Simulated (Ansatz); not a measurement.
Compare A (`C=N[SiH2]CF`) with its isomer B (`C[SiH](F)C=N`).

Computed with Ansatz on PBE0-D4/def2-TZVP structures; ΔE is electronic, products minus reactants. CCSD(T)/CBS is the MP2 limit (def2-TZVPP, def2-QZVPP) plus CCSD(T) − MP2 in def2-TZVPP, frozen cores. Functionals use def2-TZVPP. B3LYP here is the variant with VWN-RPA as its local correlation; programs differ in this. Each species was taken in one conformer, which may not be the lowest.

Task: Which is lower in electronic energy at CCSD(T)/CBS, and by how much? (Estimate.)

Result: The calculation gave: B, by 50.8 kcal/mol.

Task: Give E(B) − E(A) in kcal/mol with CCSD(T)/def2-TZVPP, ωB97M-V, r2SCAN-D4, PBE0-D4, CCSD/def2-TZVPP, PBE-D4, B3LYP. (Estimate.)

Result: Ansatz gave: CCSD(T)/def2-TZVPP -50.1, ωB97M-V -49.3, r2SCAN-D4 -50.0, PBE0-D4 -48.6, CCSD/def2-TZVPP -49.9, PBE-D4 -47.6, B3LYP -47.6. None reverses the order clearly.

Largest T1 diagnostic: 0.012.

In def2-TZVPP, CCSD(T) changes the Hartree–Fock value by −3.1 kcal/mol (the triples alone add −0.1 kcal/mol) and MP2 by −4.7 kcal/mol. From PBE to PBE0 (25 % exact exchange), in def2-TZVPP and without D4, E(B) − E(A) moves by −1.0 kcal/mol.
